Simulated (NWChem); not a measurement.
# C₄H₇F; SMILES C/C=C(\C)F

Problem. Give the equilibrium geometry at PBE0/def2-SVP (NWChem) as a Z-matrix, with the point group.

Solution. point group Cs; any orientation.
```
C
C 1 1.3344
F 1 1.3459 2 118.41
H 2 1.0953 1 115.43 3 0.00
C 1 1.4853 2 130.21 4 180.00
H 5 1.0963 1 112.07 2 0.00
H 5 1.1019 6 108.67 1 121.92
H 5 1.1019 6 108.67 7 116.16
C 2 1.4919 4 117.53 1 180.00
H 9 1.0989 2 112.85 4 180.00
H 9 1.1029 10 107.54 6 -122.85
H 9 1.1029 10 107.54 11 -114.29
```
